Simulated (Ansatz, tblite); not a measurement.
**Loss of Cl2: InCl3 → InCl + Cl2**

Species: InCl3 `[Cl][In]([Cl])[Cl]`, singlet; InCl, singlet; Cl2, singlet. 

Shapes, held fixed at every level: PBE0-D4/def2-TZVP. Programs: Ansatz 0.2.0, tblite 0.8.0. The zero-point and thermal change to 298 K, harmonic and unscaled (PBE0-D4/def2-TZVP), is -2.7 kJ/mol.

```tsv
level	kind	ΔH(298 K) (kJ/mol)	less CCSD(T)/def2-TZVPP	CPU time (sum over the molecules)
GFN1-xTB	semi-empirical	+170.5	-132.0	0.67 s
SPW92/def2-TZVPP	LDA	+288.0	-14.5	3.8 s
PBE-D4/def2-TZVPP	GGA	+267.0	-35.5	6.5 s
r2SCAN-D4/def2-TZVPP	meta-GGA	+306.5	+4.0	12 s
PBE0-D4/def2-TZVPP	global hybrid	+294.9	-7.6	9 s
r2SCAN0-D4/def2-TZVPP	global hybrid	+316.9	+14.4	13 s
MP2/def2-TZVPP	perturbation theory	+312.0	+9.5	–
CCSD(T)/def2-TZVPP	coupled cluster or CI	+302.5	0.0	65 s
```

The highest level, CCSD(T)/def2-TZVPP, gives ΔH(298 K) = +302.5 kJ/mol; the levels span +170.5 to +316.9. GFN1-xTB strays far from the other rows. The column of differences is taken from that level and isn't an error. No measured value is set beside it here. For atoms past krypton def2 sets carry core potentials with scalar relativity. Correlated rows may include outer-core shells of In, which these sets cover unevenly. Times are processor times on shared x86 and Arm servers, and rough.
